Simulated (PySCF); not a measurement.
## Worked example: dipole moment from atomic charges

GeH₂F₂, SMILES [F][GeH2][F]. Atoms are numbered in the order given.

```xyz
5

Ge     0.0000     0.0000     0.3343
F      1.3718     0.0000    -0.7173
F     -1.3718     0.0000    -0.7173
H      0.0000     1.3138     1.1062
H      0.0000    -1.3138     1.1062
```

Geometry: ωB97X-D3(BJ)/def2-TZVP.

Charges (e) from PBE0/def2-TZVPD (PySCF):

| atom | IAO | ESP fit |
|---|---|---|
| Ge1 | 1.263 | 0.651 |
| F2 | -0.528 | -0.296 |
| F3 | -0.528 | -0.296 |
| H4 | -0.103 | -0.029 |
| H5 | -0.103 | -0.029 |

The dipole moment of the full density is 2.68 D.

**Question.** What dipole moment does each set of point charges give, and which comes closer to that of the density?

**Answer.** 
μ = Σ q r, and 1 e Å = 4.8032 D.
IAO: Σ q r = (0.000, 0.000, 0.952) e Å, |μ| = 4.57 D.
ESP fit: Σ q r = (0.000, 0.000, 0.578) e Å, |μ| = 2.78 D.
ESP fit comes closer in size. Point charges leave out the atoms' own dipoles (lone pairs, polarised bonds); fits to the potential absorb them, partitions of the density don't.
